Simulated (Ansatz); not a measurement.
`N#[C][In]([Cl])[Cl]` + NH₃ → `[NH2][In]([Cl])[Cl]` + `C#N` at 600 K and 1 bar (ligand exchange at the In–C bond).

Gas-phase electronic energies from Ansatz, PBE0-D4/def2-TZVP geometries. CBS: MP2 limit from def2 TZ/QZ plus the TZ coupled-cluster correction, frozen cores. This one scheme is used for every species. Elements past krypton have def2 core potentials. For In outer-core shells are correlated without core-valence functions, which leaves a few kJ/mol of doubt a bond. Each species was taken in one conformer, which may not be the lowest.

```csv
species,CCSD(T)/CBS energy (Eh),H − E (kJ/mol),S (J/(mol·K))
`N#[C][In]([Cl])[Cl]`,-1202.20735,75.3,433.2
NH₃,-56.50880,112.4,219.5
`[NH2][In]([Cl])[Cl]`,-1165.39137,121.6,426.0
`C#N`,-93.32098,64.3,228.4
```

H − E and S are ideal-gas, rigid-rotor, harmonic terms from PBE0-D4/def2-TZVP, for one conformer and one mirror image of each species. 1 Eh = 2625.50 kJ/mol, R = 8.31446 J/(mol·K).

By hand: ΔE, ΔH, ΔS and ΔG.

ΔE = (-1165.39137) + (-93.32098) − (-1202.20735) − (-56.50880) = 0.00380 Eh = 10.0 kJ/mol. Δ(H − E) = 121.6 + 64.3 − 75.3 − 112.4 = -1.8, so ΔH = 8.2 kJ/mol. ΔS = 426.0 + 228.4 − 433.2 − 219.5 = 1.7 J/(mol·K). ΔG = 8.2 − 600 × (1.7)/1000 = 7.2 kJ/mol.

By hand: the equilibrium constant, and the temperature at which ΔG would vanish if ΔH and ΔS stayed fixed.

log₁₀ K = −ΔG/(RT ln 10) = -0.6. ΔG = 0 at ΔH/ΔS = 4824 K, far beyond where these terms or the molecules hold.

The number of gas molecules stays the same, so ΔS is small and ΔH decides. A doubt of 5 kJ/mol in ΔE shifts log₁₀ K by 0.4 here. Other conformers and mirror images would add mixing entropy, several J/(mol·K) or more a flexible species. These are equilibria of isolated gas molecules and say nothing of rates. Largest T1 diagnostic: 0.014 (customary marks: 0.02 for closed shells, 0.045 for open ones).
